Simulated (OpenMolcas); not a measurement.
Ni2+.

```json
{"Program": "OpenMolcas", "Basis": "ANO-RCC-VDZP [5s4p2d1f]", "Scalar Hamiltonian": "DKH2, point nucleus", "Active space": "8 electrons in 5 orbitals (3d)", "State averaging": "2S+1 = 3 even, 10 roots; 2S+1 = 1 even, 15 roots", "Spin-orbit coupling": "RASSI with atomic mean-field integrals over the reference wave functions, term energies averaged over their components"}
```

Two sets of levels on these reference wave functions, in cm-1 above 3d8 3F4: one from CASSCF and one from SS-CASPT2, IPEA 0.25 Eh, imaginary shift 0.1 Eh (closed shells correlated: 3s 3p).

```csv
Level,Set 1,Set 2
3d8 3F4,0.0,0.0
3d8 3F3,1399,1400
3d8 3F2,2360,2340
3d8 1D2,16790,13740
3d8 3P2,20400,17970
3d8 3P1,20790,18410
3d8 3P0,21070,18680
3d8 1G4,26050,24160
3d8 1S0,62650,53410
```

Problem. Which set is which?

Solution. Set 2 is SS-CASPT2. Its levels of the other terms of 3d8 lie at 0.82 to 0.93 of the other set's values, as expected, since terms of lower spin or lower L gain more correlation energy than the Hund ground term. Against 8 measured levels (Corliss and Sugar, J. Phys. Chem. Ref. Data 10, 197 (1981)) the mean absolute deviation is 820 cm-1 with it and 3400 cm-1 without; single levels miss by up to 1400 cm-1 with it.

CASPT2 does not keep the components of a term degenerate, so their means are used; among the terms shown or strongly mixed into the levels shown the widest spread is 970 cm-1 (3d8 3F, SS-CASPT2). Some levels mix across a computed gap that differs much from the measured one, so their mixing is not that of the real levels. Without dynamic correlation excited terms often stand tens of per cent too high (terms of higher spin than the ground term too low), and those without a measured partner can miss by more than the paired ones (holds for CASSCF). Computed and measured levels are paired by configuration, term and J; levels that our copy of the source lacks, or whose pairing is in doubt (as where it misses far off the trend of its configuration), stay unpaired and out of the deviations. Only configurations of the active space appear.
